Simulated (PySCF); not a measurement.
# Simulated absorption spectrum

C5H5ClO2S2.
SMILES: `Cc1ccc(S(=O)(=O)Cl)s1`

Theory: PySCF 2.14.0, density-fitted response routines, TDDFT PBE0/def2-SVPD, vertical, gas phase, core orbitals frozen in the response. Isolated species at its PBE0-D3(BJ)/def2-SVP geometry (one conformer only). Torsions of this conformer, `[CH3:1][c:2]1[cH:3][cH:4][c:5]([S:6](=[O:7])(=[O:8])[Cl:9])[s:10]1`: C4–C5–S6–O7 -154°.

Computed states:

| state | E (eV) | f |
| --- | --- | --- |
| S1 | 4.44 | 0.167 |
| S2 | 4.92 | 0.032 |
| S3 | 5.24 | 0.0012 |
| S4 | 5.53 | 0.101 |
| S5 | 5.84 | 0.0055 |
| S6 | 6.01 | 0.013 |
| S7 | 6.03 | 0.026 |
| S8 | 6.09 | 0.030 |
| S9 | 6.12 | 0.011 |
| S10 | 6.41 | 0.0004 |

Each state is given a Gaussian of 0.4 eV full width at half maximum, with ε(max) = 2.175×10⁸ f / Δν̃ (Δν̃ the width in cm⁻¹). The width is an assumption, not a result. The curve ends short of the highest state used, and states not computed would add to its high-energy end.

(1) Give the broadened spectrum and its maxima.

(2) Coming from long wavelengths, where does ε first pass 100 L mol⁻¹ cm⁻¹?

(3) Does any computed singlet lie in the visible range?

(4) On this curve, what absorbance would a 10⁻⁴ mol/L sample give at 254 nm over a 1 cm path?

Answers

(1) 
```csv
E (eV),ε (L mol⁻¹ cm⁻¹)
3.84,21
3.89,58
3.93,121
3.98,280
4.03,598
4.07,1029
4.12,1876
4.16,2850
4.21,4447
4.25,5964
4.30,7963
4.35,9752
4.39,10780
4.44,11315
4.48,11070
4.53,10013
4.58,8402
4.62,6978
4.67,5336
4.71,4288
4.76,3385
4.81,2879
4.85,2663
4.90,2490
4.94,2349
4.99,2119
5.03,1898
5.08,1634
5.13,1480
5.17,1507
5.22,1805
5.26,2281
5.31,3160
5.36,4256
5.40,5169
5.45,6163
5.49,6701
5.54,6926
5.58,6733
5.63,6120
5.68,5303
5.72,4680
5.77,4133
5.81,3964
```

Maxima: 279 nm (4.44 eV), ε about 11000, made up of S1 (100%); 224 nm (5.54 eV), ε about 6900, made up of S4 (98%) (ε in L mol⁻¹ cm⁻¹; maxima over ε = 5, shares over 10%).

(2) At about 316 nm (3.92 eV), 0.52 eV below S1.

(3) No computed singlet lies in the visible range (380 to 750 nm); the lowest, at 279 nm, stands 1.18 eV above its violet end (3.26 eV); a Tamm–Dancoff triplet lies at 383 nm, without intensity as long as spin–orbit coupling is left out.

(4) 254 nm is 4.881 eV, where ε is about 2600 L mol⁻¹ cm⁻¹, so A = ε c l ≈ 0.26 (Beer–Lambert, with the gas-phase spectrum and the assumed width).

The vertical ionisation energy (ΔSCF) is 9.37 eV, 2.95 eV above S10.
